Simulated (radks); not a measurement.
Eu I, configuration [Xe] 4f6 5d1 6s2 (not the ground configuration). Method: Dirac Kohn-Sham, LDA (Slater exchange, Perdew-Wang correlation), spin-unpolarised, spherical densities, finite nucleus; open shells fill j = l - 1/2 first; Fermi nuclear charge, rms radius 5.1115 fm; computed with a radial shooting solver on a logarithmic mesh with Libxc functionals.

Normalised radial functions P(r) = r R(r) (large component), r in bohr:

r          4f5/2   4f7/2
0.001473  0.0000  0.0000
0.001715  0.0000  0.0000
0.002013  0.0000  0.0000
0.002343  0.0000  0.0000
0.002728  0.0000  0.0000
0.003176  0.0000  0.0000
0.003727  0.0000  0.0000
0.004339  0.0000  0.0000
0.005051  0.0000  0.0000
0.005927  0.0000  0.0000
0.0069    0.0000  0.0000
0.008033  0.0000  0.0000
0.009352  0.0000  0.0000
0.01097   0.0000  0.0000
0.01278   0.0001  0.0001
0.01487   0.0001  0.0001
0.01731   0.0002  0.0002
0.02032   0.0004  0.0004
0.02365   0.0007  0.0006
0.02754   0.0012  0.0011
0.03206   0.0020  0.0018
0.03762   0.0034  0.0032
0.0438    0.0057  0.0053
0.05099   0.0094  0.0088
0.05983   0.0157  0.0148
0.06965   0.0251  0.0239
0.08109   0.0395  0.0378
0.0944    0.0609  0.0586
0.1108    0.0941  0.0908
0.129     0.1387  0.1343
0.1501    0.1992  0.1935
0.1748    0.2781  0.2710
0.2051    0.3821  0.3734
0.2388    0.4992  0.4891
0.278     0.6290  0.6178
0.3262    0.7692  0.7571
0.3798    0.8921  0.8801
0.4421    0.9903  0.9791
0.5147    1.0508  1.0413
0.604     1.0653  1.0583
0.7031    1.0317  1.0275
0.8186    0.9579  0.9567
0.9529    0.8538  0.8555
1.118     0.7247  0.7289
1.302     0.5956  0.6015
1.516     0.4705  0.4775
1.764     0.3571  0.3645
2.07      0.2554  0.2626
2.41      0.1779  0.1844
2.806     0.1185  0.1241
3.293     0.0733  0.0778
3.834     0.0440  0.0474
4.463     0.0248  0.0272
5.195     0.0129  0.0145
6.097     0.0059  0.0068
7.098     0.0025  0.0030
8.263     0.0009  0.0011
9.619     0.0003  0.0004
11.29     0.0001  0.0001
13.14     0.0000  0.0000

4f5/2: eigenvalue -8.646 eV, 0 radial nodes, <r> = 0.890 bohr, 90 % of the charge inside 1.53 bohr. 4f7/2 (empty): eigenvalue -7.975 eV, 0 radial nodes, <r> = 0.903 bohr, 90 % of the charge inside 1.55 bohr.
